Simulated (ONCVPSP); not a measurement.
Before and after: ONCV potential for sulfur (S)

```
Element                 : sulfur (S)
Generator               : ONCVPSP 4.0.1
Type                    : optimised norm-conserving Vanderbilt (ONCV)
Functional              : PBE
Relativity              : scalar-relativistic
Frozen core             : [Ne]
Valence charge          : 6
Reference configuration : 3s2 3p4
Partial waves           : 3s: rc 1.40 bohr, ncon 3, nbas 8, qcut 5 1/bohr, 3 projectors, debl 1.3 Ha; 3p: rc 1.45 bohr, ncon 3, nbas 7, qcut 6.7 1/bohr, 3 projectors, debl 1.8 Ha; d scattering state at 0.13 Ha: rc 1.40 bohr, ncon 3, nbas 8, qcut 7 1/bohr, local
Local potential         : the d channel
Core correction         : polynomial model core, fcfact 0.6
```

All-electron outer shells of the reference configuration (PBE, scalar-relativistic, ld1.x):

| shell | level (eV) | outermost node (bohr) | outermost maximum (bohr) |
| --- | --- | --- | --- |
| 2s | -211.71 | 0.13 | 0.39 |
| 2p | -156.51 | – | 0.33 |
| 3s | -17.26 | 0.60 | 1.40 |
| 3p | -7.01 | 0.58 | 1.61 |

Change: p: debl 0.25. In the p channel the program set the typed energies aside and used -0.258, 0.250, 0.500 Ha.

Cutoffs: the cutoffs (Ha) at which the residual kinetic energy of the hardest occupied pseudo-wave falls to 1 and 0.1 mHa per electron; they do not see the model core or the augmentation charge, which bear on the density cutoff. Errors are all-electron minus pseudo energies relative to the spin-unpolarised reference configuration.

Q: Predict the effect on cutoff, ghosts and configuration errors.

A: The potential gets neither clearly harder nor softer (12 Ha and 52 Ha → 12 Ha and 52 Ha); a bound ghost appears in p, which as a rule spoils a file; the errors of the 4 common tests hardly move.

| quantity | base | changed |
| --- | --- | --- |
| cutoff, loose | 12 Ha | 12 Ha |
| cutoff, tight | 52 Ha | 52 Ha |
| bound ghosts | none | p |
| GHOST(+) flags under 300 eV | s at 183.0 eV | s at 183.0 eV |
| error for 3s2 3p3, meV [ΔE 11.77 eV] | +1.1 | +1.0 |
| error for 3s2 3p2, meV [ΔE 34.05 eV] | +13 | +13 |
| error for 3s2 3p1, meV [ΔE 68.09 eV] | +56 | +57 |
| error for 3s0 3p6, meV [ΔE 20.74 eV] | -4.7 | -5.4 |
| s: phases at 1.42 bohr within 0.05 rad from the reference energy up to (Ha; the scan ends near 5) | to the end of the scan | to the end of the scan |
| p: phases at 1.47 bohr within 0.05 rad from the reference energy up to (Ha; the scan ends near 5) | to the end of the scan | to the end of the scan |
| d: phases at 1.42 bohr within 0.05 rad from the reference energy up to (Ha; the scan ends near 5) | 3.7 | 3.7 |
| rms error of d²Exc/dni dnj with the model core, mHa | 0.30 | 0.31 |

Base: The cutoffs count occupied waves only; projector 3 of the p channel, the hardest unoccupied one, needs 33 Ha at the loose tolerance. A true bound ghost makes a file unfit for plane-wave use even where its test errors are small: the radial tests pick states by their node count and pass the ghost by.
